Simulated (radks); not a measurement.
Coulomb parameter of the 4d shell of the cadmium ion Cd2+ in the model configuration [Kr] 4d9 5s1, as a second difference U = [E(n + 0.5) + E(n - 0.5) - 2 E(n)] / (0.5)^2 with all orbitals relaxed. "Bare": the charge of the atom changes with n. "Screened": the 5s shell takes up the change at fixed total charge, which measures U(4d,4d) + U(5s,5s) - 2 U(4d,5s). Method: scalar-relativistic Kohn-Sham, SCAN, spin-unpolarised, spherical densities, finite nucleus; meta-GGA in the generalised Kohn-Sham scheme; Fermi nuclear charge, rms radius 4.6087 fm; computed with a radial shooting solver on a logarithmic mesh with Libxc functionals.

| case | configuration | E - E(n) (eV) |
|---|---|---|
| start | [Kr] 4d9 5s1 | 0.000 |
| bare +0.5 | [Kr] 4d9.5 5s1 | -15.762 |
| bare -0.5 | [Kr] 4d8.5 5s1 | 19.519 |
| screened +0.5 | [Kr] 4d9.5 5s0.5 | -5.844 |
| screened -0.5 | [Kr] 4d8.5 5s1.5 | 6.358 |

U(bare) = 15.030 eV, U(screened by 5s) = 2.058 eV, against the Slater integral F0(4d,4d) = 20.362 eV with frozen orbitals.
